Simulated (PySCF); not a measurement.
Correlation energy of Pb (lead, neutral)

[Xe] 4f14 5d10 6s1 6p2 6d1, one real determinant (an excited configuration). Computed with PySCF 2.14 in aug-cc-pwCVTZ-PP with ECP60MDF (8s7p6d4f1g, 96 functions), with a scalar-relativistic core potential. Frozen: 5s2 5p6 5d10; 4 electrons correlated.

```csv
level,correlation energy (mhartree)
CCSD,-20.14
(T),-1.36
CCSD(T),-21.50
```

Diagnostics: T1 = 0.022, D1 = 0.0600, largest double amplitude 0.252.

Is a single reference adequate?

Not fully. The real determinant used has ⟨L²⟩ near 8 against 12 for a pure F term, so it mixes terms. Spin-orbit coupling is strong in this species (close to jj coupling), so the high-spin LS determinant is a model state, not a physical level. The outer electron is Rydberg-like, and this basis confines it to a smaller radius and binds it less than a complete one would. A double-excitation amplitude exceeds 0.15, a sign of near-degeneracy.

The reference is one real determinant that mixes LS terms of this configuration.

Spin-orbit coupling is strong in this species, so the high-spin LS determinant is a model state.
